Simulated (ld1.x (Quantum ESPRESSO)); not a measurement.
**What the settings do to the TM potential of copper**

Base potential:

copper (Cu), norm-conserving Troullier–Martins (Kleinman–Bylander form), made with ld1.x (Quantum ESPRESSO) 7.5 (PBE, scalar-relativistic). Core [Ar], reference 3d10 4s0 4p0 (charge +1). Waves: 4s (bound, empty): rc 2.10 bohr; 4p (bound, empty): rc 1.90 bohr; 3d (bound): rc 0.75 bohr; 4f channel at 0.1 Ry: rc 2.05 bohr. Local part: all-electron potential smoothed inside 1.05 bohr (lloc = -1). Core correction: Bessel-smoothed model core, default radius (core density twice the valence density).

Cutoffs, loose and tight: the cutoffs (Ry, on a coarse ladder) from which the occupation-weighted sum of valence levels, in a spherical-Bessel basis at the reference potential, stays within 10 and 1 mRy of its value at 400 Ry. They do not see the model core or the augmentation charge, which bear on the density cutoff. Test errors are all-electron minus pseudo excitation energies from the reference, over the configurations 3d10 4s1 4p0; 3d9 4s0 4p0; 3d8 4s0 4p0; 3d9 4s2 4p0; 3d10 4s0 4p1; 3d9 4s1 4p0; 3d10 4s0.5 4p0. A dash means not determined; rows that change the core or the reference have their own tests. The largest error is taken over the tests solved by every variant that gives reliable tests at all: 3d10 4s0 4p1; 3d10 4s0.5 4p0; 3d10 4s1 4p0; 3d8 4s0 4p0; 3d9 4s0 4p0.

A true bound ghost makes a file unfit for plane-wave use even where its test errors are small: the radial tests pick states by their node count and pass the ghost by. Where a test does run into it, the solver fails or the error is huge.

Cutoffs are not given where the Bessel-basis levels miss the radial ones by over 6 mRy, ghosts where they miss by over 20 mRy; a channel whose overlap is not positive is not tested.

| change | outcome | cutoff, loose | cutoff, tight | bound ghosts | largest test error (meV) |
| --- | --- | --- | --- | --- | --- |
| base | generated | over 300 Ry | over 300 Ry | s | -578 |
| all radii but the core radius scaled by about 0.78 (s 1.64, p 1.48, d 0.58, f 1.60 bohr); local potential all-electron potential smoothed inside 0.82 bohr (lloc = -1) | generated | – | – | s, p | -530 |
| all radii but the core radius scaled by about 0.89 (s 1.86, p 1.68, d 0.66, f 1.82 bohr); local potential all-electron potential smoothed inside 0.94 bohr (lloc = -1) | generated | over 300 Ry | over 300 Ry | s, p | -553 |
| all radii but the core radius scaled by about 1.17 (s 2.46, p 2.22, d 0.88, f 2.40 bohr); local potential all-electron potential smoothed inside 1.24 bohr (lloc = -1) | generated | 260 Ry | over 300 Ry | s | -620 |
| all radii but the core radius scaled by about 1.29 (s 2.70, p 2.46, d 0.96, f 2.64 bohr); local potential all-electron potential smoothed inside 1.36 bohr (lloc = -1) | generated | 230 Ry | over 300 Ry | s | -660 |
| all radii but the core radius scaled by about 1.38 (s 2.90, p 2.62, d 1.04, f 2.84 bohr); local potential all-electron potential smoothed inside 1.46 bohr (lloc = -1) | generated | 230 Ry | over 300 Ry | s | -698 |

Problem. What comes out with this change to the base: all radii but the core radius scaled by about 1.06 (s 2.24, p 2.02, d 0.80, f 2.18 bohr); local potential all-electron potential smoothed inside 1.12 bohr (lloc = -1)?

Solution. outcome: generated; cutoff, loose: 300 Ry; cutoff, tight: over 300 Ry; bound ghosts: s; largest test error (meV): -591.

Reading the sweep of the scale of all radii but the core radius (base = 1) (base included, trends over the rows without a ghost): Bound ghosts are found at 0.78, 0.89, 1, 1.06, 1.17, 1.29, 1.38. Every judged row has one, so this setting neither creates nor removes them.
